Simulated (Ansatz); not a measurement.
Sn4Se4, relaxed as a singlet with RKS PBE-D4/def2-SVP in Ansatz, starting from the GFN2-xTB geometry. Force threshold 0.03 eV/Å.

In the def2 sets Sn takes a core potential; there is no spin–orbit coupling. The structure comes from a short search, and lower isomers may exist.

Start:

Cartesian coordinates in Å:
```
Sn -1.7316 1.3403 -0.8464
Sn 0.4605 0.6240 2.2116
Sn -0.6582 -2.2473 -0.0582
Sn 1.9279 0.2827 -1.3077
Se 0.6808 2.3183 0.0565
Se 1.7804 -1.3850 0.8753
Se -1.9844 -0.2938 1.3506
Se -0.4754 -0.6393 -2.2817
```

```tsv
step	energy (eV)	largest force component (eV/Å)	SCF passes
1	-284665.7144	0.335	19
2 (rejected)	-284665.6825	0.450	24
3	-284665.7455	0.024	21
```

Force components are those of the run's own axes.

End:

Cartesian coordinates in Å:
```
Sn -1.7353 1.3488 -0.8514
Sn 0.4630 0.6265 2.2243
Sn -0.6621 -2.2610 -0.0572
Sn 1.9347 0.2857 -1.3156
Se 0.6894 2.3538 0.0599
Se 1.8068 -1.4042 0.8861
Se -2.0144 -0.2971 1.3696
Se -0.4821 -0.6524 -2.3156
```

By distances, no bond broke or formed. The bond that changes most is Sn1–Se8, from 2.75 to 2.78 Å (atoms count from 1). The end is the same structure that another start reached.

No frequencies were taken in this run, so the end may be a saddle point.

Hardware: 4 threads of Arm Neoverse V1 on a shared host. Wall time 19 s.
